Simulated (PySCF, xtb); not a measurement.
Sn(OH)(OMe) (CH4O2Sn), SMILES C[O][Sn][OH] (connectivity only; charge and spin as stated), neutral, multiplicity 1. Other conformers were not sampled.

Harmonic wavenumbers (cm⁻¹) from GFN2-xTB run with xtb 6.7.1 at its own minimum, in rising order: 60, 61, 142, 183, 322, 339, 370, 508, 1071, 1131, 1132, 1410, 1482, 1484, 2900, 2923, 2937, 3649.

Task: What does B3LYP-D3(BJ)/def2-SVP (PySCF 2.14.0) give at its own minimum? (The exact figures need the calculation; the answer reports its results.)

Result: 50, 134, 172, 253, 374, 504, 587, 695, 1120, 1168, 1184, 1468, 1468, 1475, 2941, 3004, 3042, 3816. Paired by order, the mean absolute difference is 79 cm⁻¹ and the zero-point energies are 31.6 and 33.5 kcal/mol.
